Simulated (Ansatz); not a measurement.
Consider the atomization: `B[CH2][AlH][CH3]` → Al• + B• + 2 C• + 8 H•.

Gas-phase electronic energies from Ansatz, PBE0-D4/def2-TZVP geometries. CBS: MP2 limit from def2 TZ/QZ plus the TZ coupled-cluster correction, frozen cores. This one scheme is used for every species, atoms too. Functionals use def2-TZVPP. HSE06 is defined as in plane-wave codes. Open shells (•) are unrestricted, without spin–orbit coupling. Spin–orbit coupling would lower the free atoms: a little for Al, B, C. One conformer a species, not always the lowest.

| level | ΔE (kcal/mol) |
| --- | --- |
| PBE-D4 | 1011.6 |
| r2SCAN-D4 | 1010.1 |
| B97M-V | 1013.4 |
| BHLYP-D4 | 991.5 |
| PBE | 1007.0 |
| r2SCANh | 1005.9 |
| HSE06 | 1002.4 |
| HF/def2-SVP | 789.9 |

Problem. What does CCSD(T)/CBS give? (Estimate.)

Solution. Ansatz gave: +1002.7 kcal/mol. The listed levels differ from it by 8.9, 7.4, 10.7, -11.2, 4.3, 3.2, -0.3, -212.8 kcal/mol.

Largest T1 diagnostic among the species: 0.018.

In def2-TZVPP, CCSD(T) changes the Hartree–Fock value by +202.5 kcal/mol (the triples alone add +9.8 kcal/mol) and MP2 by +208.4 kcal/mol; breaking electron pairs costs correlation energy, which Hartree–Fock lacks. Leaving LDA and LC-ωPBE aside and taking each functional with its dispersion term where it has one, the values spread over 21.9 kcal/mol, from BHLYP-D4 to B97M-V. LDA lies +111.0 kcal/mol from PBE without D4, its usual overbinding. From PBE to PBE0 (25 % exact exchange), in def2-TZVPP and without D4, ΔE moves by −5.3 kcal/mol: exact exchange takes away binding that semilocal exchange gives to molecules.

For atomizations the MP2-based limit and the directly extrapolated one differ by several kJ/mol either way, and by 10 to 25 for some Ge, Se and Sn compounds, so smaller differences from it don't rank the levels.
